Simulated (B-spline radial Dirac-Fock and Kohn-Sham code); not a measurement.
K-line shifts caused by a second vacancy in Nb³⁺

System: the Nb³⁺ ion in the configuration [Kr] 4d2.

Calculated with a radial finite-basis atomic code, using Dirac-Fock energy differences between relaxed states, corrected for Breit and QED terms. Each two-hole energy is an average over J within one jj subconfiguration, not an observable level; in light atoms, where LS coupling holds, the j-resolved values are not observed lines, and for a K spectator the Kα1 hypersatellite is nearly forbidden. Electron correlation is not included.

Lines without a spectator: Kα2 (K-L2) 16519.2 eV, Kα1 (K-L3) 16613.5 eV, Kβ3 (K-M2) 18604.1 eV, Kβ1 (K-M3) 18619.8 eV. Shifts in eV with one spectator hole (a dash: not computed, or left out as unreliable):

```
spectator hole     Kα2     Kα1     Kβ3     Kβ1
        K (1s)  +454.0  +463.4  +575.3  +577.2
    L2 (2p1/2)   +47.2   +58.7       –  +127.6
    L3 (2p3/2)   +49.3   +48.4  +117.5       –
    M2 (3p1/2)       –   +5.59  +13.35  +16.52
    M3 (3p3/2)   +4.47       –  +14.66  +14.08
    M4 (3d3/2)   +0.19   -1.75       –       –
    M5 (3d5/2)   -2.00   -0.68       –       –
```

With n spectator holes in 2p, averaged over the 2p shell (energies in eV):

```csv
n,KαLⁿ,step,hypersatellite KαʰLⁿ
0,16582.1,–,17042.4
1,16633.4,+51.3,17095.0
2,16685.9,+52.5,17148.9
3,16739.6,+53.7,17203.9
4,16794.5,+54.9,17260.2
5,16850.7,+56.1,17317.7
```
